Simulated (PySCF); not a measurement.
## 31P chemical shifts

- GFN2-xTB geometry
- NMR shieldings at PBE0/pcSseg-1/GIAO
- run in PySCF
- one averaged value for each set of equivalent atoms, one computed conformer, non-relativistic Hamiltonian, isolated molecule

Shieldings were converted by a linear fit to measured shifts: 31P: δ = 270.09 − 0.828σ (rms 18.1 ppm, 64 shifts vs H3PO4, solution or neat liquid). A few per cent of atoms miss by over 2 rms, more outside the fitted compound classes.

Question: Give the 31P shifts of `CC(=O)c1cnccp1`, `N#CC[C@@H]1C[C@@H]1[SiH2]P`, `C=CPC(C)=O`.

Answer: 
```json
{"compound": "CC(=O)c1cnccp1", "environment": "phosphorus bonded to 2 C, in a 6-membered ring", "δ (ppm)": "260.0"}
{"compound": "N#CC[C@@H]1C[C@@H]1[SiH2]P", "environment": "phosphorus bonded to Si, 2 H", "δ (ppm)": "-248.2"}
{"compound": "C=CPC(C)=O", "environment": "phosphorus bonded to 2 C, H", "δ (ppm)": "0.9"}
```

Question: Match the shifts 260.7, 3.3, -224.1, -253.3 ppm to `F[Si@@H]([SiH2]P)C1CCCC1`, `Cc1cpc(C=O)cn1`, `C#C[Si@](N)(P)C1CC1`, `C#CC[P@@H](C)=O`.

Answer: 260.7: Cc1cpc(C=O)cn1 (phosphorus bonded to 2 C, in a 6-membered ring); 3.3: C#CC[P@@H](C)=O (phosphorus bonded to 2 C, O, H); -224.1: C#C[Si@](N)(P)C1CC1 (phosphorus bonded to Si, 2 H); -253.3: F[Si@@H]([SiH2]P)C1CCCC1 (phosphorus bonded to Si, 2 H).
